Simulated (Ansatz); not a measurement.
Gas-phase electronic energies from Ansatz, PBE0-D4/def2-TZVP geometries. CBS: MP2 limit from def2 TZ/QZ plus the TZ coupled-cluster correction, frozen cores. This one scheme is used for every species. Functionals use def2-TZVPP. B3LYP here is the variant with VWN-RPA as its local correlation; programs differ in this. HSE06 is defined as in plane-wave codes. For Br outer-core shells are correlated without core-valence functions, which leaves a few kJ/mol of doubt a bond. Scalar relativity is left out up to krypton. One conformer a species, not always the lowest.

Reaction (ligand exchange at the Al–O bond): `[NH2][Al]([NH2])[OH]` + HBr → `[NH2][Al]([NH2])[Br]` + H₂O

```csv
level,ΔE (kcal/mol),difference from CCSD(T)/CBS
BLYP-D4,-7.0,2.5
B97M-V,-8.2,1.3
B3LYP-D4,-8.0,1.5
r2SCANh-D4,-9.3,0.2
HSE06-D4,-10.6,-1.1
BLYP,-6.2,3.3
B3LYP,-7.2,2.3
HF/def2-SVP,-9.9,-0.4
HF/CBS(def2),-9.2,0.3
CCSD/CBS(def2),-9.4,0.1
CCSD(T)/CBS,-9.5,0
```

Largest T1 diagnostic among the species: 0.010.

At CCSD(T), def2-SVP lies +1.3 kcal/mol from the extrapolated value and def2-TZVPP +0.9 kcal/mol. From BLYP to BHLYP (50 % exact exchange), in def2-TZVPP and without D4, ΔE moves by −1.9 kcal/mol.
